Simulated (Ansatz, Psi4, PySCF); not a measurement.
hydrogen iodide (HI), singlet, geometry from GFN2-xTB (core potentials on I). Base run: REVPBE/def2-SVPD run with PySCF.

Input for PySCF:
```python
from pyscf import gto, scf, dft

mol = gto.M(
    atom='''
I    -0.00000000   -0.00000000   -0.02909860
H     0.00000000    0.00000000    1.54222583
''',
    basis='def2-svpd',
    ecp={'I': 'def2-svpd'},
    verbose=4,
)

mf = dft.RKS(mol)
mf.xc = 'revpbe'
mf.kernel()
```

The same geometry, method and basis name were run in Ansatz (a first-principles code) and Psi4 and PySCF, at each program's defaults and at the settings that a row names. The base is PySCF at its defaults. Differences at the defaults can come from grids, fitting, cores and function types together.

```tsv
code and settings	ΔE vs base (mEh)	basis functions	E (Eh)	SCF cycles	dipole (D)
PySCF, defaults (exact integrals, its default grid, spherical functions)	0.000	43	-298.33880	10	0.41
Psi4, defaults (density fitting with its default set, its default grid, spherical functions)	-0.025	43	-298.33882	8	0.41
Ansatz, defaults (factorised integrals, its default grid, spherical functions)	0.000	43	-298.33880	-	-
PySCF, density fitting with def2-universal-jkfit	-0.025	43	-298.33882	10	0.41
PySCF, fine grid	0.001	43	-298.33880	10	0.41
Psi4, exact integrals, spherical functions, fine grid	-0.001	43	-298.33880	9	0.41
Ansatz, high accuracy	0.000	43	-298.33880	-	-
```
